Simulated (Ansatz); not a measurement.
The same group exchange along the group O, S, Se, Te.

Calculated with Ansatz (gas phase, PBE0-D4/def2-TZVP geometries, no zero-point term in ΔE). CBS: MP2 limit from def2 TZ/QZ plus the TZ coupled-cluster correction, frozen cores. This one scheme is used for every species. DFT in def2-TZVPP. Elements past krypton have def2 core potentials. For Se, Te outer-core shells are correlated without core-valence functions, which leaves a few kJ/mol of doubt a bond. Scalar relativity is left out up to krypton. Each species was taken in one conformer, which may not be the lowest.

| reaction | ωB97X-V (kcal/mol) | ωB97M-V (kcal/mol) | CCSD(T)/CBS(def2) (kcal/mol) |
| --- | --- | --- | --- |
| `O[SiH2]CCl` + `ClCCCl` → `ClCC(Cl)CCl` + `O[SiH3]` | 7.9 | 8.4 | 7.9 |
| `S[SiH2]CCl` + `ClCCCl` → `ClCC(Cl)CCl` + `[SiH3]S` | 6.5 | 7.0 | 6.8 |
| `ClC[SiH2][SeH]` + `ClCCCl` → `ClCC(Cl)CCl` + `[SiH3][SeH]` | 6.5 | 6.9 | 6.9 |
| `ClC[SiH2][TeH]` + `ClCCCl` → `ClCC(Cl)CCl` + `[SiH3][TeH]` | 6.3 | 6.7 | 6.9 |

Largest T1 diagnostic: 0.011, for `[SiH3]S`.
